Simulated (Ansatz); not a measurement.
```yaml
crystal:
  periodic: [false, false, false]
  atoms:
    - {symbol: N, position_ang: [-0.350348, 1.561348, -0.243896]}
    - {symbol: N, position_ang: [-0.349372, -1.562466, -0.238381]}
    - {symbol: O, position_ang: [0.467022, 0.006231, 2.018457]}
    - {symbol: O, position_ang: [2.052513, -0.002487, -0.281911]}
    - {symbol: W, position_ang: [0.514535, 0.000777, 0.354648]}
    - {symbol: H, position_ang: [-0.131426, 2.038135, -1.075432]}
    - {symbol: H, position_ang: [-1.037885, 2.045605, 0.265546]}
    - {symbol: H, position_ang: [-1.047738, -2.039899, 0.262680]}
    - {symbol: H, position_ang: [-0.117292, -2.047254, -1.061720]}
basis:
  gaussian: {orbitals: def2-mTZVP}
hamiltonian: {xc: {name: wB97}}
scf: {lower_state_search: off}
output: {forces: true}
```

```sh
$ ansatz run in.yaml --threads 2 --pin off --events-out ev --progress --plain --max-ram 4352MiB
```

It prints (some lines left out):

```
Functional definition: wB97
1098 factors; their error is unknown
443 factors; integrals over basis functions are off by at most 1.7e-5 eV
mean field evaluation 1: about -8952.3607 eV, gradient 1.0e2 eV
mean field evaluation 2: about -8921.9023 eV, gradient 1.7e2 eV
mean field evaluation 4: about -8969.4335 eV, gradient 7.2e0 eV
mean field evaluation 8: about -8969.5317 eV, gradient 6.9e-1 eV
mean field evaluation 16: about -8969.5118 eV, gradient 2.6e-4 eV
mean field -8969.51180025 eV, -329.6234789057 hartree, gradient 6.5e-6 eV, S^2 0.000000; 0 other end points of the search recorded, 0 dependent functions left out
reference -8969.51178946 eV, -329.6234785094 hartree; 24, 24 occupied and 110, 110 virtual orbitals, 1098 factors
Total energy: -8969.51178946 eV, -329.6234785094 hartree
Atom 0 at    -0.350348     1.561348    -0.243896 Å, force    -0.577770     0.782667    -0.396585 eV/Å
Atom 1 at    -0.349372    -1.562466    -0.238381 Å, force    -0.574591    -0.784805    -0.397688 eV/Å
Atom 2 at     0.467022     0.006231     2.018457 Å, force    -0.045056     0.011380     3.380067 eV/Å
Atom 3 at     2.052513    -0.002487    -0.281911 Å, force     3.141907    -0.006480    -1.244666 eV/Å
Atom 4 at     0.514535     0.000777     0.354648 Å, force    -0.709175    -0.002228    -0.489947 eV/Å
Atom 5 at    -0.131426     2.038135    -1.075432 Å, force     0.356429     0.675698    -1.194210 eV/Å
Atom 6 at    -1.037885     2.045605     0.265546 Å, force    -0.974577     0.689079     0.766046 eV/Å
Atom 7 at    -1.047738    -2.039899     0.262680 Å, force    -0.987620    -0.676141     0.759117 eV/Å
Atom 8 at    -0.117292    -2.047254    -1.061720 Å, force     0.370454    -0.689170    -1.182133 eV/Å
Dipole moment:    -0.772295    -0.001014    -0.532261 e Å
Checks for a lower state left out: stability, starts, cluster_reference, orbital_swaps, neighbouring_geometries, increment
```

Hardware: 2 threads of AMD EPYC 7R43 on a shared host. Wall time 4.8 s.

In the def2 sets W takes a core potential; there is no spin–orbit coupling.
